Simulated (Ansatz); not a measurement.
Input for Ansatz (a quantum-chemistry and plane-wave program): R-SVWN5/def2-TZVPP on H3ISi2 (SMILES [SiH3][Si]I), a point of a torsion scan. Elements past Kr take the def2 small-core potentials; no spin–orbit coupling.

Ansatz 0.2 input:
```yaml
crystal:
  periodic: [false, false, false]
  atoms:
    - {symbol: Si, position_ang: [-0.73467497, -0.02961048, 0.11060558]}
    - {symbol: Si, position_ang: [1.18406673, 1.22763927, -0.12374281]}
    - {symbol: I, position_ang: [2.21383809, 1.39712835, 2.18633268]}
    - {symbol: H, position_ang: [-1.30307031, -0.63806670, 1.31805299]}
    - {symbol: H, position_ang: [-1.78670145, 0.84398049, -0.44028361]}
    - {symbol: H, position_ang: [-0.54267578, -1.13109270, -0.85028394]}
basis:
  gaussian:
    orbitals: def2-TZVPP
hamiltonian:
  xc: {name: SVWN5}
scf: {lower_state_search: off}
```

Program output:

```
WARN ansatz: RAYON_NUM_THREADS=1 ignored (pool sized by the plan → 1); use --threads N
Functional definition: SVWN5
these checks for a lower state are left out or cut short: stability, starts, cluster_reference, orbital_swaps, neighbouring_geometries, increment
integrals: 0.10 GiB planned
1120 factors; their error is unknown
mean field: 0.61 GiB planned
mean field evaluation 1: about -23828.6682 eV, gradient 2.1e1 eV
mean field evaluation 2: about -23827.1633 eV, gradient 2.9e1 eV
mean field evaluation 4: about -23830.4238 eV, gradient 5.0e0 eV
mean field evaluation 8: about -23830.4737 eV, gradient 1.6e-1 eV
mean field evaluation 16: about -23830.4737 eV, gradient 1.7e-5 eV
mean field -23830.47374311 eV, -875.7537571839 hartree, gradient 3.2e-6 eV, S^2 0.000000; 0 other end points of the search recorded, 0 dependent functions left out
reference -23830.47377994 eV, -875.7537585377 hartree; 28, 28 occupied and 148, 148 virtual orbitals, 1120 factors
Total energy: -23830.47377994 eV, -875.7537585377 hartree
Checks for a lower state left out: stability, starts, cluster_reference, orbital_swaps, neighbouring_geometries, increment
```

The calculation finished and met its thresholds.

Cost: roughly 2.1 core-seconds.
